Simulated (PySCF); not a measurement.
Molecule: B(Me)(OH)(OiPr), SMILES CC(C)OB(O)C (C4H11BO2). Atoms near the plane z = 0.0 Å, at the GFN2-xTB optimised geometry (x, y, z in Å): B1 (0.2, -1.2, 0.0), C2 (1.8, -1.2, 0.0), H3 (2.2, -0.3, 0.4), H4 (2.2, -1.3, -1.0), H5 (2.2, -2.0, 0.6), O6 (-0.5, -2.4, 0.0), H7 (0.0, -3.2, 0.0), O8 (-0.6, -0.1, 0.0), C9 (-0.2, 1.3, 0.0), C10 (-1.3, 2.1, 0.5), H12 (0.7, 1.4, 0.6), H13 (-2.2, 2.0, -0.1), H14 (-1.0, 3.2, 0.6).

Level of theory: PBE0/def2-SVP (PySCF). Cells within 0.4 Å of a nucleus heavier than hydrogen are left out (blank, or x). The values are rescaled to run from 0 to 1.

```
|5555555555555555555555555555555|
|5555555555555555555555555555555|
|5555555555555555555555555555555|
|5555555555555555555555555555555|
|5555555555555555555555555555555|
|5555555555555555555555555555555|
|5555555555555555555555555555555|
|5555555555555555555555555555555|
|5555555555556665555555555555555|
|5555555555567765555555555555555|
|5555555555567875445555555555555|
|55555555555678xx344555555555555|
|55555555555667xx344555555555555|
|5555555555555676555555666555555|
|5555555555442388655556666655555|
|5555555555420xx9755566666665555|
|5555555555430xx9754467766665555|
|5555555555443478543367766665555|
|555555555555557xx21xx9876665555|
|555555555555567xx221x8766665555|
|5555555555554577543457766665555|
|5555555555543xx8655556666665555|
|5555555555543xx8665556666655555|
|5555555555554456665556666555555|
|5555555555555556665555665555555|
|5555555555555556665555555555555|
|5555555555555555555555555555555|
|5555555555555555555555555555555|
|5555555555555555555555555555555|
|5555555555555555555555555555555|
|5555555555555555555555555555555|
```
Scale: ten equal steps from 0.000 (start of '0') to 1.00 (end of '9'), in the order '0123456789'; x runs from -5.50 to 5.50, y from -5.50 (bottom) to 5.50 (top).

**Question.** Which quantity is mapped?
A) an orbital amplitude
B) log10 of the electron density
C) Laplacian of the electron density
D) deformation density (molecule minus spherical neutral atoms)

**Answer.** A, an orbital amplitude. In full: HOMO−1 amplitude (bohr^(-3/2)), clipped to [-0.25, 0.25].
